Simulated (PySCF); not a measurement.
Isomers of C4H8O3Si, one GFN2-xTB conformer each. Single-point energies are computed at PBE0/pcSseg-1 (PySCF, gas phase, no added dispersion term), electronic only.

```json
{"SMILES": "CC[C@@H]1O[SiH2]OC1=O", "GFN2-xTB relative energy (kJ/mol)": "0.0"}
{"SMILES": "C=C(OC)C(=O)O[SiH3]", "GFN2-xTB relative energy (kJ/mol)": "230.9"}
{"SMILES": "CC(=O)C(=O)C[SiH2]O", "GFN2-xTB relative energy (kJ/mol)": "246.5"}
```

Conformers: `[CH3:1][CH2:2][C@@H:3]1[O:4][SiH2:5][O:6][C:7]1=[O:8]` with C1–C2–C3–O4 62°; `[CH2:1]=[C:2]([O:3][CH3:4])[C:5](=[O:6])[O:7][SiH3:8]` with C1–C2–O3–C4 0°, C1–C2–C5–O6 0°, C2–C5–O7–Si8 180°; `[CH3:1][C:2](=[O:3])[C:4](=[O:5])[CH2:6][SiH2:7][OH:8]` with C1–C2–C4–O5 -40°, C2–C4–C6–Si7 88°, C4–C6–Si7–O8 -64°, C6–Si7–O8–H 10°.

Question: What does PBE0/pcSseg-1 give for the same structures?

Answer: 
```tsv
SMILES	PBE0/pcSseg-1 E (Eh)	PBE0/pcSseg-1 (kJ/mol)	GFN2-xTB (kJ/mol)	point group
CC[C@@H]1O[SiH2]OC1=O	-671.88713	0.0	0.0	C1
CC(=O)C(=O)C[SiH2]O	-671.84540	109.6	246.5	C1
C=C(OC)C(=O)O[SiH3]	-671.80883	205.6	230.9	Cs
```

Both levels put the same isomer lowest; measured from each level's own lowest isomer, the values differ by up to 136.9 kJ/mol (CC(=O)C(=O)C[SiH2]O: 246.5 against 109.6). As drawn, the highest has a C=C bond outside aromatic rings, which the lowest lacks.

Question: Which frontier levels, dipoles and rotational constants go with these structures?

Answer: 
```tsv
SMILES	HOMO (eV, PBE0/pcSseg-1)	LUMO (eV)	dipole (D)	A, B, C (MHz)
CC[C@@H]1O[SiH2]OC1=O	-7.97	-0.17	3.25	2404, 1758, 1304
CC(=O)C(=O)C[SiH2]O	-7.45	-2.41	2.86	2843, 1233, 958.9
C=C(OC)C(=O)O[SiH3]	-7.13	-1.14	2.38	3520, 1004, 792.3
```
